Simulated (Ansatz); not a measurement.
`[NH3+][B-](O)(O)O`, charge 0, multiplicity 1.

(1) Give a relaxed structure at PBE0-D4/def2-TZVP (Ansatz 0.2.0). (Estimate.)

## Answers

(1) Computed: 
Cartesian coordinates in Å:
```
N -0.397 0.536 -1.130
B 0.125 -0.169 0.355
O 1.548 -0.162 0.229
O -0.481 -1.462 0.326
O -0.401 0.727 1.336
H -0.264 -0.124 -1.888
H 0.141 1.374 -1.320
H -1.380 0.778 -1.067
H 1.873 -1.063 0.257
H -1.082 -1.547 1.067
H 0.321 1.111 1.835
```
Point group C3.
This is one stationary point; other conformers may exist.
